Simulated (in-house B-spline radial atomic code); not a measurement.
**Ag VI (Ag5+): [Ar] 3d10 4s1 4p6 4d7 (with a hole in an inner shell)**

Level of theory: Dirac-Hartree-Fock, average of configuration, Fermi nucleus of rms radius 4.5454 fm; calculated with a radial B-spline atomic code at the basis-set limit.

Screening seen three ways: the hydrogenic charge with the same mean radius, Z_r = [3n² - l(l+1)]/(2<r>), the one with the same energy, Z_e = n√(-2ε), and Slater's rules. Values are occupation-weighted means over j. An effective charge above Z reflects the relativistic contraction of the inner shells.

```
shell  electrons   ε (eV)  <r> (bohr)    Z_r    Z_e  Slater
   1s          2   -25749      0.0311  48.23  43.50   46.70
   2s          2  -3947.6      0.1343  44.67  34.07   42.85
   2p          6  -3545.9      0.1176  42.53  32.29   42.85
   3s          2  -827.57      0.3665  36.84  23.40   35.75
   3p          6  -692.28      0.3652  34.23  21.40   35.75
   3d         10  -477.16      0.3444  30.49  17.77   25.85
   4s          1  -194.96      0.8948  26.82  15.14   19.60
   4p          6  -148.45      0.9668  23.79  13.21   19.60
   4d          7  -87.173       1.146  18.32  10.12    9.90
```

The least bound orbital is 4d5/2 at -86.85 eV, and it is also the most diffuse (<r> = 1.15 bohr). The part-filled 4s shell lies below the filled 4p shell in orbital energy.

Spin-orbit splittings of the orbital energies (j = l + 1/2 above j = l - 1/2 when positive): 2p 176.2 eV, 3p 32.15 eV, 3d 6.382 eV, 4p 5.723 eV, 4d 0.8072 eV.

For the 1s electron the small component carries 2.96 % of the norm, the zero-frequency Breit interaction raises the level by 55.48 eV, self-energy by 31.03 eV, and vacuum polarisation lowers it by 3.894 eV.
